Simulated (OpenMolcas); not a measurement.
How basis sets differ on SiH2Br2 (dibromosilane)

SiH2Br2: 5 atoms, total charge 0, spin state singlet. As SMILES, `Br[SiH2]Br`. The coordinates come from a PBE0-D4/def2-TZVP relaxation.

Each level gives the HOMO–LUMO gap (eV). The values are calculated.

| level | kind | program | value (eV) | CPU time |
| --- | --- | --- | --- | --- |
| B97-2/def2-SV(P) | global hybrid | OpenMolcas | 7.91 | 32 s |
| B97-2/def2-SVP | global hybrid | OpenMolcas | 7.90 | 36 s |
| B97-2/def2-TZVP | global hybrid | OpenMolcas | 7.75 | 2.2 min |
| B97-2/def2-TZVPP (RICD fitting) | global hybrid | OpenMolcas | 7.75 | 95 s |

All-electron rows without a relativistic Hamiltonian named are non-relativistic. The values span 7.75 to 7.91 eV. Orbital gaps aren't excitation energies. CPU times are rough (shared hosts, several kinds of processor): they show what a rung costs within a factor of a few.
